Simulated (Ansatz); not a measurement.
An input meant for BeMe2 (C2H6Be) (charge 0, singlet).

```yaml
crystal:
  periodic: [false, false, false]
  atoms:
    - {symbol: Be, position_ang: [0.002996, 0.006751, 0.000052]}
    - {symbol: C, position_ang: [-0.003141, -0.012843, 1.680507]}
    - {symbol: H, position_ang: [-0.439025, 0.897624, 2.107051]}
    - {symbol: H, position_ang: [1.005600, -0.101980, 2.099445]}
    - {symbol: H, position_ang: [-0.582297, -0.853021, 2.080443]}
    - {symbol: C, position_ang: [0.004195, 0.015275, -1.680504]}
    - {symbol: H, position_ang: [-1.010331, 0.018197, -2.095032]}
    - {symbol: H, position_ang: [0.509092, -0.863375, -2.097868]}
    - {symbol: H, position_ang: [0.512911, 0.893363, -2.094084]}
basis:
  gaussian: {orbitals: cc-pVDZ}
magnetization: {spin_polarized: true, initial_magnetization: 8}
hamiltonian: {xc: {name: BLYP}, dispersion: d4}
accuracy: high
```

```sh
$ ansatz run in.yaml --threads 4 --pin off --events-out ev --progress --plain --max-ram 3916MiB
```

It prints (some lines left out):

```
Functional definition: BLYP
1704 factors; integrals over basis functions are off by at most 3.0e-9 eV
mean field evaluation 1: about -2534.9412 eV, gradient 2.0e1 eV
mean field evaluation 2: about -2533.3058 eV, gradient 2.5e1 eV
mean field evaluation 4: about -2536.6373 eV, gradient 9.5e0 eV
mean field evaluation 8: about -2535.7869 eV, gradient 1.4e1 eV
mean field evaluation 16: about -2537.5067 eV, gradient 4.1e-2 eV
mean field evaluation 32: about -2536.1509 eV, gradient 4.5e0 eV
mean field evaluation 64: about -2537.4395 eV, gradient 3.4e-1 eV
mean field evaluation 96: about -2535.7629 eV, gradient 1.3e1 eV
mean field evaluation 128: about -2536.5235 eV, gradient 2.2e-1 eV
mean field evaluation 160: about -2537.5055 eV, gradient 5.0e-2 eV
mean field -2537.50685635 eV, -93.2516569869 hartree, gradient 3.7e-8 eV, S^2 20.003833; 8 other end points of the search recorded, 0 dependent functions left out
reference -2537.50691668 eV, -93.2516592040 hartree; 15, 7 occupied and 57, 65 virtual orbitals, 1704 factors
Total energy: -2537.71443698 eV, -93.2592854343 hartree
```

In this input the spin is set far too high (8 unpaired electrons typed, 0 in the singlet as meant). The calculation finished and met its thresholds. The result belongs to that input, not to the species as meant.
